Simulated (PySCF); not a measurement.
`FC(F)C[SiH2][C@H](F)Cl`: 4 charge schemes on one density

Compound: C₃H₆ClF₃Si.
Cartesian coordinates in Å at the GFN2-xTB level; atoms count from 1:
```
atom  x, y, z in Å
F1    -1.2403    1.0035   -1.2085
C2    -1.8268    0.3354   -0.1803
F3    -2.3265   -0.8033   -0.7249
C4    -0.8237    0.0148    0.9026
Si5    0.6824   -0.9510    0.2230
C6     1.7843    0.3397   -0.7017
F7     2.8945   -0.2624   -1.2182
Cl8    2.3231    1.5559    0.4930
H9    -2.6835    0.9410    0.1559
H10   -1.3388   -0.5738    1.6588
H11   -0.5109    0.9494    1.3659
H12    0.2893   -1.9809   -0.7353
H13    1.4611   -1.4567    1.3505
H14    1.3151    0.8879   -1.5225
```

Density: PBE0/pcSseg-1 (PySCF); schemes: Mulliken, IAO, Hirshfeld and ESP-fitted. The structure is a single GFN2-xTB conformer in the gas phase; no vibrational or solvent corrections.

Give the atomic charges in each scheme.

In e:

```
atom                       environment  Mulliken     IAO  Hirshfeld  ESP-fitted
  F1           fluorine of a CF2 group    -0.308  -0.312     -0.094      -0.247
  C2                       CHF2 carbon    +0.484  +0.452     +0.150      +0.462
  F3           fluorine of a CF2 group    -0.304  -0.308     -0.104      -0.237
  C4       sp3 carbon bound to silicon    -0.587  -0.582     -0.176      -0.574
 Si5                      SiH2 silicon    +0.674  +0.758     +0.329      +0.528
  C6                    sp3 C–F carbon    -0.058  -0.080     +0.004      -0.169
  F7                    alkyl fluorine    -0.295  -0.292     -0.106      -0.139
 Cl8  chlorine on a fluorinated carbon    -0.147  -0.101     -0.063      -0.109
  H9                  methine hydrogen    +0.112  +0.146     +0.052      +0.067
 H10                methylene hydrogen    +0.166  +0.172     +0.054      +0.186
 H11                methylene hydrogen    +0.173  +0.174     +0.045      +0.162
 H12                     Si–H hydrogen    -0.042  -0.101     -0.066      -0.069
 H13                     Si–H hydrogen    -0.046  -0.101     -0.067      -0.085
 H14                  methine hydrogen    +0.178  +0.175     +0.042      +0.224
```

Mean size of the charges over all atoms: IAO 0.268 e, Mulliken 0.255 e, ESP-fitted 0.233 e, Hirshfeld 0.097 e. Each set sums to the total charge, 0, to within 0.001 e. The Hirshfeld scheme divides the density at each point in proportion to the densities of the neutral, spherically averaged free atoms. The ESP scheme fits charges at the nuclei, held to the total charge, to the electrostatic potential on points at 1.4 to 2.0 times the van der Waals radii.

Lowest charge. All schemes agree: Mulliken C4 (-0.587); IAO C4 (-0.582); Hirshfeld C4 (-0.176); ESP-fitted C4 (-0.574).

Highest charge. All schemes agree: Mulliken Si5 (+0.674); IAO Si5 (+0.758); Hirshfeld Si5 (+0.329); ESP-fitted Si5 (+0.528).

How closely do the schemes follow one another over all atoms?

Correlation coefficient and root-mean-square difference: Mulliken with IAO 0.99, 0.036 e; IAO with Hirshfeld 0.98, 0.212 e; Mulliken with ESP-fitted 0.98, 0.073 e; IAO with ESP-fitted 0.97, 0.086 e; Mulliken with Hirshfeld 0.96, 0.204 e; Hirshfeld with ESP-fitted 0.92, 0.176 e.

Sum the charges by element, for elements with more than one atom.

```tsv
element	atoms	Mulliken	IAO	Hirshfeld	ESP-fitted
F	3	-0.908	-0.912	-0.304	-0.623
C	3	-0.160	-0.209	-0.023	-0.281
H	6	+0.541	+0.465	+0.061	+0.485
```
